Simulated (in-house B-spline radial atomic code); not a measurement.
Inner levels of rubidium as electrons are removed. A shift is the extra binding of the orbital against the neutral atom ([Kr] 5s1). The density at the nucleus is averaged over the nuclear charge. Computed with an all-electron radial atomic-structure program (B-spline basis): Dirac-Hartree-Fock, jj configuration that fills j = l - 1/2 first, finite nuclei.

A number in brackets counts the electrons of a j subshell.

```tsv
ion	configuration	shift of 3s1/2 (eV)	shift of 2p3/2 (eV)	shift of 3p3/2 (eV)	radius of 3s1/2 (bohr)	radius of 2p3/2 (bohr)	radius of 3p3/2 (bohr)	Σ<r²> (bohr²)	change of density at nucleus (bohr⁻³)
Rb	[Kr] 5s1	0	0	0	0.50724	0.15634	0.51925	66.797	-
Rb+	[Ar] 3d10 4s2 4p6	?	?	?	?	?	?	?	?
Rb2+	[Ar] 3d10 4s2 4p1/2(2) 4p3/2(3)	19.68	19.844	19.573	0.50713	0.15634	0.5196	26.177	4.0031
Rb3+	[Ar] 3d10 4s2 4p1/2(2) 4p3/2(2)	35.168	35.573	34.914	0.50694	0.15634	0.51951	21.832	11.251
Rb4+	[Ar] 3d10 4s2 4p1/2(2) 4p3/2(1)	51.867	52.623	51.442	0.5067	0.15634	0.51935	18.134	19.338
Rb5+	[Ar] 3d10 4s2 4p1/2(2)	69.683	70.909	69.063	0.5064	0.15634	0.51909	14.924	28.223
Rb6+	[Ar] 3d10 4s2 4p1/2(1)	?	?	?	?	?	?	?	?
Rb7+	[Ar] 3d10 4s2	108.75	111.59	108.19	0.50552	0.1563	0.51771	9.6508	47.054
Rb8+	[Ar] 3d10 4s1	130.3	134.48	130.1	0.50587	0.15629	0.51668	7.6489	-15.845
```

(1) Fill in the row of Rb+.

(2) Fill in the row of Rb6+.

Results:

(1) shift of 3s1/2 (eV): 5.5326; shift of 2p3/2 (eV): 5.5546; shift of 3p3/2 (eV): 5.5472; radius of 3s1/2 (bohr): 0.50726; radius of 2p3/2 (bohr): 0.15634; radius of 3p3/2 (bohr): 0.51922; Σ<r²> (bohr²): 31.436; change of density at nucleus (bohr⁻³): -2.3441.

(2) shift of 3s1/2 (eV): 88.698; shift of 2p3/2 (eV): 90.652; shift of 3p3/2 (eV): 88.106; radius of 3s1/2 (bohr): 0.506; radius of 2p3/2 (bohr): 0.15632; radius of 3p3/2 (bohr): 0.51846; Σ<r²> (bohr²): 12.128; change of density at nucleus (bohr⁻³): 37.289.
